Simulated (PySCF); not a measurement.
## SiF₄ + CF₂ → SiF₂ + CF₄

Level: B3LYP in the def2-TZVP basis family, all electrons, no relativity, computed in PySCF with density fitting; open shells unrestricted.

```tsv
species	state and structure	E (Eh)	ZPE (kJ/mol)	H(298 K) − H(0) (kJ/mol)	S° (J/(mol K))
SiF₄	singlet, Td, Si–F 1.567 Å (×4)	-689.35762	33.1	15.4	283.4
CF₂	singlet, C2v, C–F 1.304 Å (×2); F–C–F 104.8°	-237.80684	18.0	10.3	240.9
SiF₂	singlet, C2v, Si–F 1.609 Å (×2); F–Si–F 100.8°	-489.39713	12.1	11.3	257.2
CF₄	singlet, Td, C–F 1.326 Å (×4)	-437.68705	44.1	12.8	262.0
```

Problem. What is the electronic reaction energy?

Solution. At B3LYP/def2-TZVP, ΔE = 210.8 kJ/mol from the differences of the total energies times 2625.5, uphill. Here the heavier silicon holds on to the higher oxidation state.

Problem. Add zero-point, thermal and entropy terms for 298.15 K and 1 bar.

Solution. ΔZPE = 5.1 and Δ[H(298) − H(0)] = -1.6 kJ/mol give ΔH° = 214.3 kJ/mol. ΔS° = -5.1 J/(mol K), so ΔG° = 214.3 − 298.15 × (-0.0051) = 216 kJ/mol.

Only the bonding shown was studied: isomers, or loss of a ligand pair, can lie lower.
